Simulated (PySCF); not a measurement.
SMILES c1(c(Br)cccc1)Cl, singlet, GFN2-xTB optimised geometry.

```
12

Cl    -1.59    -2.33     0.00
C     -0.71    -0.85     0.00
C     -1.39     0.36     0.00
C     -0.69     1.55     0.00
C      0.70     1.55     0.00
C      1.39     0.35     0.00
C      0.69    -0.85     0.00
Br     1.65    -2.49     0.00
H     -2.47     0.35     0.00
H     -1.23     2.49     0.00
H      1.25     2.47     0.00
H      2.47     0.33     0.00
```

Density from B3LYP/def2-TZVP (PySCF 2.14.0) at that geometry.

Minimum of the electron density along straight lines between bonded atoms, close to the bond critical point (lines longer than 1.1 times the sum of covalent radii, or with two minima, are not listed):

```csv
bond,length / Å,ρ at the minimum / e bohr⁻³,∇²ρ there / e bohr⁻⁵,position (fraction from the first atom)
Cl1–C2,1.725,0.210,?,0.58
C2–C3,1.387,0.322,-0.96,0.52
C3–C4,1.384,0.324,-0.97,0.50
C4–C5,1.385,0.324,-0.98,0.50
C5–C6,1.383,0.324,-0.97,0.50
C2–C7,1.391,0.321,-0.94,0.50
C6–C7,1.386,0.323,-0.96,0.48
C7–Br8,1.897,?,?,0.45
C3–H9,1.078,0.291,-1.05,0.65
C4–H10,1.079,0.290,-1.05,0.65
C5–H11,1.079,0.290,-1.05,0.65
C6–H12,1.079,0.291,-1.05,0.65
```

Complete the blanks.


- Cl1–C2, ∇²ρ there / e bohr⁻⁵: -0.34
- C7–Br8, ρ at the minimum / e bohr⁻³: 0.167
- C7–Br8, ∇²ρ there / e bohr⁻⁵: -0.19
